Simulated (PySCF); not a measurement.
B$_{2}$H$_{5}$NSi, B$_{2}$H$_{5}$OSi, B$_{2}$H$_{4}$OSi, B$_{3}$FH$_{3}$ and others (calculated)

All values are calculated (PySCF 2.14.0). Calculation on a computer-drawn molecule: the log of a Hartree-Fock and frozen-core CCSD(T) single point meant for a local Hartree-Fock minimum, with one planted fault or none, to be diagnosed. Offsets are logged minus clean, where the clean run is the same molecule without the fault. The reference is restricted for singlets and unrestricted otherwise, and also for a bond in bohr or an excited solution. Adding or removing an electron swaps singlet and doublet. The excited solution moves the top pair (singlet) or top alpha electron (doublet) to the lowest empty orbital. Highest occupied and lowest empty are orbital energies over both spins, largest force is the largest gradient component, triples share is (T) over the correlation energy, the T1 limit is 0.02 restricted and 0.045 unrestricted, electrons count all cores, a negative frequency is imaginary (commonest isotopes), and the dipole is about the centre of nuclear charge.

Common to all runs: logged SCF converged yes; possible faults no fault, one electron removed, one electron added, multiplicity raised by two, geometry at a saddle point, SCF held on an excited solution, minimal basis STO-3G, one bond length entered in bohr, all coordinates scaled.

```json
{"entry": 1, "formula": "B2H5NSi", "logged_structure": {"atoms_angstrom": [["B", -2.7703, 0.1323, 1.0563], ["B", -1.1599, 0.4151, 0.5638], ["N", 0.7476, -1.3525, 0.9586], ["Si", 1.8663, -2.4056, 1.2001], ["H", -3.5776, -0.392, 0.3302], ["H", -3.1706, 0.4544, 2.1472], ["H", -0.8773, 1.4604, 0.0141], ["H", 2.6922, -2.4494, 2.4151], ["H", 2.2067, -3.4639, 0.2385]]}, "given": {"meant_charge": 0, "meant_multiplicity": 1, "meant_basis": "cc-pV(D+d)Z", "logged_electrons": 36, "logged_basis_functions": 90, "logged_spin_squared": 1.2583, "logged_highest_occupied [eV]": -7.5809, "logged_lowest_empty [eV]": 1.4345, "logged_largest_force [hartree/bohr]": 0.06604, "logged_T1_diagnostic": 0.043064, "logged_D1_diagnostic": 0.16191, "logged_triples_share": 0.030828, "logged_CC_converged": "yes", "logged_dipole_magnitude [debye]": 4.3245, "logged_SCF_stable_within_its_kind": "yes", "logged_energy_HF [hartree]": -395.44157, "logged_energy_CCSD(T) [hartree]": -395.89456, "drawn_bonds_atom": [1, 2, 3, 1, 1, 2, 4, 4], "drawn_bonds_other_atom": [2, 3, 4, 5, 6, 7, 8, 9], "drawn_bonds_order": [1, 1, 2, 1, 1, 1, 1, 1]}, "results": {"planted_fault": "one bond length entered in bohr, row 2 of the drawn bonds", "HF_energy_offset_from_clean_run [kcal/mol]": 116.5, "CCSD(T)_energy_offset_from_clean_run [kcal/mol]": 137.8}}
{"entry": 2, "formula": "B2H5OSi", "logged_structure": {"atoms_angstrom": [["B", -1.549, 1.5178, 0.5322], ["B", -0.1604, 0.5477, 0.3887], ["O", -0.0992, -0.7197, 1.0403], ["Si", 0.0734, -2.102, 1.7049], ["H", -1.6431, 2.3166, 1.4182], ["H", -2.4429, 1.42, -0.2575], ["H", 0.8274, 0.8123, -0.2261], ["H", -0.3561, -3.2834, 0.9717], ["H", 0.6386, -2.163, 3.0446]]}, "given": {"meant_charge": 1, "meant_multiplicity": 1, "meant_basis": "cc-pV(D+d)Z", "logged_electrons": 36, "logged_basis_functions": 90, "logged_spin_squared": 0.0, "logged_highest_occupied [eV]": -15.889, "logged_lowest_empty [eV]": -4.9625, "logged_largest_force [hartree/bohr]": 2.476e-05, "logged_lowest_frequency [cm^-1]": 96.025, "logged_T1_diagnostic": 0.018005, "logged_D1_diagnostic": 0.06414, "logged_triples_share": 0.024598, "logged_CC_converged": "yes", "logged_dipole_magnitude [debye]": 5.0614, "logged_SCF_stable_within_its_kind": "yes", "logged_energy_HF [hartree]": -415.83025, "logged_energy_CCSD(T) [hartree]": -416.3051, "drawn_bonds_atom": [1, 2, 3, 1, 1, 2, 4, 4], "drawn_bonds_other_atom": [2, 3, 4, 5, 6, 7, 8, 9], "drawn_bonds_order": [1, 1, 1, 1, 1, 1, 1, 1]}, "results": {"planted_fault": "no fault", "HF_energy_offset_from_clean_run [kcal/mol]": 0.0, "CCSD(T)_energy_offset_from_clean_run [kcal/mol]": 0.0}}
{"entry": 3, "formula": "B2H5OSi", "logged_structure": {"atoms_angstrom": [["B", -1.549, 1.5178, 0.5322], ["B", -0.1604, 0.5477, 0.3887], ["O", -0.0992, -0.7197, 1.0403], ["Si", 0.0734, -2.102, 1.7049], ["H", -1.6431, 2.3166, 1.4182], ["H", -2.4429, 1.42, -0.2575], ["H", 0.8274, 0.8123, -0.2261], ["H", -0.3561, -3.2834, 0.9717], ["H", 0.6386, -2.163, 3.0446]]}, "given": {"meant_charge": 1, "meant_multiplicity": 1, "meant_basis": "cc-pV(D+d)Z", "logged_electrons": 35, "logged_basis_functions": 90, "logged_spin_squared": 0.764, "logged_highest_occupied [eV]": -24.064, "logged_lowest_empty [eV]": -13.257, "logged_largest_force [hartree/bohr]": 0.11964, "logged_T1_diagnostic": 0.021213, "logged_D1_diagnostic": 0.092313, "logged_triples_share": 0.026007, "logged_CC_converged": "yes", "logged_dipole_magnitude [debye]": 2.5001, "logged_SCF_stable_within_its_kind": "yes", "logged_energy_HF [hartree]": -415.29527, "logged_energy_CCSD(T) [hartree]": -415.74512, "drawn_bonds_atom": [1, 2, 3, 1, 1, 2, 4, 4], "drawn_bonds_other_atom": [2, 3, 4, 5, 6, 7, 8, 9], "drawn_bonds_order": [1, 1, 1, 1, 1, 1, 1, 1]}, "results": {"planted_fault": "one electron removed", "HF_energy_offset_from_clean_run [kcal/mol]": 335.7, "CCSD(T)_energy_offset_from_clean_run [kcal/mol]": 351.4}}
{"entry": 4, "formula": "B2H5OSi", "logged_structure": {"atoms_angstrom": [["B", -1.549, 1.5178, 0.5322], ["B", -0.1604, 0.5477, 0.3887], ["O", -0.0992, -0.7197, 1.0403], ["Si", 0.0734, -2.102, 1.7049], ["H", -1.6431, 2.3166, 1.4182], ["H", -2.4429, 1.42, -0.2575], ["H", 0.8274, 0.8123, -0.2261], ["H", -0.3561, -3.2834, 0.9717], ["H", 0.6386, -2.163, 3.0446]]}, "given": {"meant_charge": 1, "meant_multiplicity": 1, "meant_basis": "cc-pV(D+d)Z", "logged_electrons": 36, "logged_basis_functions": 29, "logged_spin_squared": 0.0, "logged_highest_occupied [eV]": -14.498, "logged_lowest_empty [eV]": -1.6381, "logged_largest_force [hartree/bohr]": 0.039461, "logged_T1_diagnostic": 0.02741, "logged_D1_diagnostic": 0.11052, "logged_triples_share": 0.041058, "logged_CC_converged": "yes", "logged_dipole_magnitude [debye]": 5.0782, "logged_SCF_stable_within_its_kind": "yes", "logged_energy_HF [hartree]": -410.91644, "logged_energy_CCSD(T) [hartree]": -411.12427, "drawn_bonds_atom": [1, 2, 3, 1, 1, 2, 4, 4], "drawn_bonds_other_atom": [2, 3, 4, 5, 6, 7, 8, 9], "drawn_bonds_order": [1, 1, 1, 1, 1, 1, 1, 1]}, "results": {"planted_fault": "minimal basis STO-3G", "HF_energy_offset_from_clean_run [kcal/mol]": 3083, "CCSD(T)_energy_offset_from_clean_run [kcal/mol]": 3251}, "notes": ["T1 above single-reference limit"]}
{"entry": 5, "formula": "B2H4OSi", "logged_structure": {"atoms_angstrom": [["B", 1.2897, 0.3196, -1.8748], ["B", -0.1071, 1.227, -1.5001], ["O", -0.993, 0.8213, -0.5591], ["Si", -2.02, 0.5548, 0.6973], ["H", 1.2909, -0.5114, -2.7453], ["H", 2.3327, 0.4974, -1.3008], ["H", -0.346, 2.2659, -2.0741], ["H", -3.0204, -0.3155, -0.0544]]}, "given": {"meant_charge": 0, "meant_multiplicity": 1, "meant_basis": "cc-pV(D+d)Z", "logged_electrons": 36, "logged_basis_functions": 85, "logged_spin_squared": 0.0, "logged_highest_occupied [eV]": -5.6999, "logged_lowest_empty [eV]": -2.739, "logged_largest_force [hartree/bohr]": 0.048041, "logged_CC_converged": "no", "logged_dipole_magnitude [debye]": 1.2862, "logged_SCF_stable_within_its_kind": "no", "logged_energy_HF [hartree]": -415.22116, "drawn_bonds_atom": [1, 2, 3, 1, 1, 2, 4], "drawn_bonds_other_atom": [2, 3, 4, 5, 6, 7, 8], "drawn_bonds_order": [1, 1, 1, 1, 1, 1, 1]}, "results": {"planted_fault": "SCF held on an excited solution", "HF_energy_offset_from_clean_run [kcal/mol]": 167.4}, "notes": ["CCSD not converged"]}
{"entry": 6, "formula": "B3FH3", "logged_structure": {"atoms_angstrom": [["B", 1.2669, -0.501, 0.0], ["B", -0.0748, 0.6556, 0.0], ["B", -1.7312, 0.0837, 0.0], ["F", -2.8764, -0.3483, 0.0], ["H", 2.3705, -0.0579, 0.0], ["H", 1.0697, -1.6767, 0.0], ["H", -0.0246, 1.8446, 0.0]]}, "given": {"meant_charge": 1, "meant_multiplicity": 1, "meant_basis": "cc-pVDZ", "logged_electrons": 26, "logged_basis_functions": 71, "logged_spin_squared": 0.0, "logged_highest_occupied [eV]": -17.651, "logged_lowest_empty [eV]": -6.4241, "logged_largest_force [hartree/bohr]": 4.2713e-05, "logged_lowest_frequency [cm^-1]": -359.93, "logged_T1_diagnostic": 0.015404, "logged_D1_diagnostic": 0.042797, "logged_triples_share": 0.023413, "logged_CC_converged": "yes", "logged_dipole_magnitude [debye]": 1.2071, "logged_SCF_stable_within_its_kind": "yes", "logged_energy_HF [hartree]": -174.92099, "logged_energy_CCSD(T) [hartree]": -175.36382, "drawn_bonds_atom": [1, 2, 3, 1, 1, 2], "drawn_bonds_other_atom": [2, 3, 4, 5, 6, 7], "drawn_bonds_order": [1, 1, 1, 1, 1, 1]}, "results": {"planted_fault": "geometry at a saddle point", "HF_energy_offset_from_clean_run [kcal/mol]": 9.259, "CCSD(T)_energy_offset_from_clean_run [kcal/mol]": 11.02}}
{"entry": 7, "formula": "B3FH3", "logged_structure": {"atoms_angstrom": [["B", -1.3853, -0.6015, -0.8301], ["B", 0.2274, -1.065, -1.0278], ["B", 1.5017, 0.0895, -1.1891], ["F", 2.3909, 0.9222, -1.3018], ["H", -1.821, -0.4452, 0.271], ["H", -2.0757, -0.4519, -1.7934], ["H", 0.6271, -2.1875, -1.0738]]}, "given": {"meant_charge": 1, "meant_multiplicity": 1, "meant_basis": "cc-pVDZ", "logged_electrons": 25, "logged_basis_functions": 71, "logged_spin_squared": 0.7645, "logged_highest_occupied [eV]": -26.018, "logged_lowest_empty [eV]": -15.243, "logged_largest_force [hartree/bohr]": 0.094537, "logged_T1_diagnostic": 0.021898, "logged_D1_diagnostic": 0.057237, "logged_triples_share": 0.026523, "logged_CC_converged": "yes", "logged_dipole_magnitude [debye]": 6.6828, "logged_SCF_stable_within_its_kind": "yes", "logged_energy_HF [hartree]": -174.33032, "logged_energy_CCSD(T) [hartree]": -174.75252, "drawn_bonds_atom": [1, 2, 3, 1, 1, 2], "drawn_bonds_other_atom": [2, 3, 4, 5, 6, 7], "drawn_bonds_order": [1, 1, 1, 1, 1, 1]}, "results": {"planted_fault": "one electron removed", "HF_energy_offset_from_clean_run [kcal/mol]": 379.9, "CCSD(T)_energy_offset_from_clean_run [kcal/mol]": 394.6}}
{"entry": 8, "formula": "CH6B2N", "logged_structure": {"atoms_angstrom": [["B", -3.0969, 0.5188, -0.0421], ["B", -1.7895, -0.3861, -0.6368], ["C", -0.3309, -0.1732, -0.2913], ["N", 0.6936, -0.8947, -0.8218], ["H", -3.6917, 0.21, 0.9614], ["H", -3.526, 1.486, -0.6218], ["H", -2.0433, -1.2917, -1.4063], ["H", 0.0101, 0.6055, 0.3845], ["H", 1.6005, -0.8622, -0.4067], ["H", 0.4798, -1.7269, -1.3314]]}, "given": {"meant_charge": 0, "meant_multiplicity": 2, "meant_basis": "cc-pVDZ", "logged_electrons": 29, "logged_basis_functions": 86, "logged_spin_squared": 0.7579, "logged_highest_occupied [eV]": -7.8886, "logged_lowest_empty [eV]": 2.2054, "logged_largest_force [hartree/bohr]": 2.1068e-05, "logged_lowest_frequency [cm^-1]": 159.08, "logged_T1_diagnostic": 0.018833, "logged_D1_diagnostic": 0.084276, "logged_triples_share": 0.027887, "logged_CC_converged": "yes", "logged_dipole_magnitude [debye]": 3.0348, "logged_SCF_stable_within_its_kind": "yes", "logged_energy_HF [hartree]": -145.12123, "logged_energy_CCSD(T) [hartree]": -145.64386, "drawn_bonds_atom": [1, 2, 3, 1, 1, 2, 3, 4, 4], "drawn_bonds_other_atom": [2, 3, 4, 5, 6, 7, 8, 9, 10], "drawn_bonds_order": [1, 1, 1, 1, 1, 1, 1, 1, 1]}, "results": {"planted_fault": "no fault", "HF_energy_offset_from_clean_run [kcal/mol]": 0.0, "CCSD(T)_energy_offset_from_clean_run [kcal/mol]": 0.0}}
```
